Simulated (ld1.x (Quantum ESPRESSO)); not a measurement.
Pd (Z = 46): excitation energies, all-electron against ultrasoft

ld1.x (Quantum ESPRESSO) 7.5 input, shortened:

```
&input
   title='Pd', zed=46., rel=1, dft='WC', iswitch=3,
   config='[Kr] 4d8 5s0 5p0'
 /
 &inputp
   pseudotype=3, tm=.true., lloc=-1, rcloc=1.70,
   nlcc=.false.
 /
6
4S  1  0   2.00   0.00  1.20  1.35  0.0
5S  2  0   0.00   0.00  1.20  1.35  0.0
4P  2  1   6.00   0.00  1.35  1.40  0.0
5P  3  1   0.00   0.00  1.35  1.40  0.0
4D  3  2   8.00   0.00  1.65  1.85  0.0
4D  3  2   0.00  -1.00  1.65  1.85  0.0
 &test
   configts(1)='4s2 4p6 4d8 5s0 5p0'
 /
```

Energies are relative to the spin-unpolarised reference configuration 4s2 4p6 4d8 5s0 5p0; without spin polarisation the order of configurations can differ from experiment.

```
valence configuration  charge  ΔE all-electron (eV)  error AE − PS (meV)
 4s2 4p6 4d10 5s0 5p0       0               -29.948                 +7.7
  4s2 4p6 4d9 5s0 5p0      +1               -20.828                 +8.2
  4s2 4p6 4d9 5s1 5p0       0               -28.423                -1204
  4s2 4p6 4d8 5s1 5p0      +1               -16.267                -2193
 4s2 4p5 4d10 5s0 5p0      +1                27.196                  -79
  4s2 4p6 4d9 5s0 5p1       0               -24.580                 -513
```

What are ΔE and the potential's error for 4s2 4p6 4d7 5s0 5p0?

ΔE = 34.366 eV all-electron; the error (AE − PS) is -650 meV.

Levels in the configuration 4s2 4p6 4d9 5s0 5p1:

```
level  all-electron (eV)  pseudo (eV)
   4s            -90.585      -91.473
   4p            -56.362      -57.162
   4d             -8.553       -9.185
   5p             -1.631       -1.538
```

These tests converged, but a pseudo level misses the all-electron one widely, so the file describes the atom poorly there or has found another state: 4s2 4p6 4d7 5s0 5p0: empty 5s by 3.2 eV (a node warning on the way). ld1.x printed “convergence not achieved” for 2 of the counted tests; their residual had stalled under 1e-8, short of the target of 1e-14.

A Bessel basis up to 400 Ry misses an occupied level by 2.01 Ry, so cutoffs and ghosts were not judged.
